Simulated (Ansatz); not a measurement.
Input file for Ansatz (a quantum-chemistry and plane-wave program): R-CCSD(T)/def2-TZVPP on ClH2NPb (SMILES [NH2][Pb][Cl]), a point of a torsion scan. Elements past Kr take the def2 small-core potentials; no spin–orbit coupling. The run froze 15 orbitals, filled d shells among them.

Ansatz 0.2 input:
```yaml
crystal:
  periodic: [false, false, false]
  atoms:
    - {symbol: N, position_ang: [-0.87339081, -0.08234962, -0.10139194]}
    - {symbol: Pb, position_ang: [1.08050489, -0.67203195, -0.70332086]}
    - {symbol: Cl, position_ang: [1.14074561, -2.73858767, 0.70345469]}
    - {symbol: H, position_ang: [-1.25299052, 0.84822402, -0.03559886]}
    - {symbol: H, position_ang: [-1.46209701, -0.67084286, 0.46638487]}
basis:
  gaussian:
    orbitals: def2-TZVPP
magnetization: {spin_polarized: false}
correlation: {method: ccsd_t, electrons: outside_noble_gas}
scf: {lower_state_search: off}
```

Question: Predict the final total energy.

Answer: -707.5831 hartree (reference determinant -707.0481, T1 diagnostic 0.016).

Question: How many basis functions does it have, and what does it roughly cost on one machine?

Answer: 151 functions; about 30 core-seconds (a rough figure).
